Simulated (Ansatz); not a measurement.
Consider the hydrogenolysis of the Al–F bond: `C[CH2][Al]([F])[Br]` + H₂ → `C[CH2][AlH][Br]` + H–F.

Calculated with Ansatz (gas phase, PBE0-D4/def2-TZVP geometries, no zero-point term in ΔE). CCSD(T)/CBS is the MP2 limit (def2-TZVPP, def2-QZVPP) plus CCSD(T) − MP2 in def2-TZVPP, frozen cores. This one scheme is used for every species. DFT in def2-TZVPP. B3LYP here is the variant with VWN-RPA as its local correlation; programs differ in this. HSE06 is defined as in plane-wave codes. For Br outer-core shells are correlated without core-valence functions, which leaves a few kJ/mol of doubt a bond. Scalar relativity is left out up to krypton. Each species was taken in one conformer, which may not be the lowest.

`C[CH2][Al]([F])[Br]`:

Z-matrix (Å, degrees):
```
C
C 1 1.527
H 1 1.092 2 111.7
H 1 1.093 2 111.4 3 120.2
H 1 1.092 2 111.7 3 -119.5
Al 2 1.939 1 116.0 3 59.8
H 2 1.097 1 110.8 3 -178.1
H 2 1.097 1 110.8 3 -62.4
Br 6 2.250 2 123.0 1 0.2
F 6 1.646 2 120.8 1 -179.8
```

H₂:

```xyz
2

H    -0.322    0.078   -0.172
H     0.322   -0.078    0.172
```

`C[CH2][AlH][Br]`:

Cartesian coordinates in Å:
```
C 0.654 1.144 0.133
C -0.310 0.218 -0.605
Al -0.637 -1.536 0.178
Br 0.443 -2.107 2.087
H 1.645 0.697 0.232
H 0.774 2.100 -0.385
H 0.307 1.362 1.146
H -1.292 0.697 -0.725
H 0.033 0.044 -1.634
H -1.616 -2.619 -0.428
```

H–F:

```xyz
2

F     0.182   -0.364   -0.214
H    -0.182    0.364    0.214
```

Q: Is it downhill or uphill in electronic energy at CCSD(T)/CBS, and by how much? (An estimate is asked.)

A: Ansatz gave: Uphill: ΔE = +168.5 kJ/mol.

Q: What do these levels give: LDA (SPW92), PBE-D4, PBE0-D4, B3LYP-D4, B2PLYP, PBE, r2SCAN, HSE06, CAM-B3LYP, LC-ωPBE, HF/def2-SVP, CCSD(T)/def2-SVP? (An estimate is asked.)

A: The calculation gave: LDA (SPW92) 161.1, PBE-D4 164.4, PBE0-D4 160.7, B3LYP-D4 172.0, B2PLYP 172.6, PBE 163.3, r2SCAN 176.3, HSE06 159.3, CAM-B3LYP 171.4, LC-ωPBE 165.0, HF/def2-SVP 158.4, CCSD(T)/def2-SVP 169.2 kJ/mol.

Largest T1 diagnostic among the species: 0.009.

From BLYP to BHLYP (50 % exact exchange), in def2-TZVPP and without D4, ΔE moves by −4.5 kJ/mol. Leaving LDA and LC-ωPBE aside and taking each functional with its dispersion term where it has one, the values, not all of them listed here, spread over 16.3 kJ/mol, from HSE06-D4 to r2SCAN-D4. In def2-TZVPP, CCSD(T) changes the Hartree–Fock value by +5.3 kJ/mol (the triples alone add +1.8 kJ/mol) and MP2 by +11.3 kJ/mol.
